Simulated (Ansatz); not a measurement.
Molecule: sum formula SiBr2Cl, charge 0, multiplicity 2. It need not be the lowest isomer of its formula. SMILES: Cl[Si](Br)Br
Structure (B3LYP-D3(BJ)/def2-TZVP (Ansatz, an electronic-structure program) minimum search):
```
Si
Cl 1 2.0607
Br 1 2.2341 2 109.41
Br 1 2.2341 2 109.41 3 -120.93
```
Charge 0, spin multiplicity 2.

Computed values are from Ansatz. Cores are frozen in the correlated levels unless marked. UHF or UKS for open shells. Spin-orbit coupling is left out. Frozen are the shells of the preceding noble gas and the d and f shells that filled before the atom's block. Non-relativistic. CBS(X,Y): correlation extrapolated as X^-3; Hartree-Fock from the larger set.

The atomisation energy De is 1041.0 kJ/mol at CCSD(T)/CBS(def2-TZVPP,def2-QZVPP) and the total energy comes out as -5894.3129 Eh at CCSD(T)/CBS(def2-TZVPP,def2-QZVPP). The dipole moment is 0.54 D at CCSD(T)/def2-SVPD. The T1 diagnostic is 0.013 at CCSD/def2-QZVPP.
